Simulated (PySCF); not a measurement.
Ge(Cl)2(OH)2 (Cl₂GeH₂O₂), SMILES [OH][Ge]([OH])([Cl])[Cl].

The structure is a stationary point at r2SCAN-D4/def2-SVP. Other conformers were not sampled.

Two levels are set side by side: PBE/def2-TZVP (PySCF) and r2SCAN/def2-TZVP (PySCF). Same geometry, gas phase. Differences are taken from unrounded values.

```csv
quantity,PBE
orbital gap (eV),5.50
highest occupied level (eV),-7.75
lowest empty level (eV),-2.25
dipole moment (D),1.66
mean polarisability (bohr³),59.1
```

Q: These are the PBE values. What does r2SCAN give? (An estimate is asked for; the answer gives what the named calculation found.)

A: 
```tsv
quantity	r2SCAN	PBE minus r2SCAN
orbital gap (eV)	6.24	-0.74
highest occupied level (eV)	-8.18	0.44
lowest empty level (eV)	-1.94	-0.30
dipole moment (D)	1.70	-0.05
mean polarisability (bohr³)	57.2	1.9
```

Rough cost on one machine, each run with all the roots and properties that it gave: r2SCAN against PBE about 3 times.
